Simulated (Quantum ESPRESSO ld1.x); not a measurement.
The mean radii <r> (bohr) of the occupied orbitals of an atom or ion are listed with their occupations. All-electron calculation, Dirac Kohn-Sham, PBE, spin-unpolarised, spherical densities, point nucleus. Program: ld1.x of Quantum ESPRESSO 7.5.

orbital  occ.      <r>
1s1/2       2  0.01686
2s1/2       2  0.07009
2p1/2       2  0.05768
2p3/2       4  0.06609
3s1/2       2   0.1756
3p1/2       2   0.1653
3p3/2       4   0.1788
3d3/2       4   0.1540
3d5/2       1   0.1581

Name the element and its charge. Open shells, if any, fill j = l - 1/2 first.

Answer. Z = 79, gold, charge +56: Au56+ in [Ar] 3d5. The 1s radius gives Z: for a bare nucleus <r> = (2 gamma + 1)/(2Z) with gamma = sqrt(1 - (Z/c)^2), 0.01667 bohr for Z = 79, and screening makes it slightly larger (0.01686 here). The occupations add up to 23, and the charge is Z minus that.
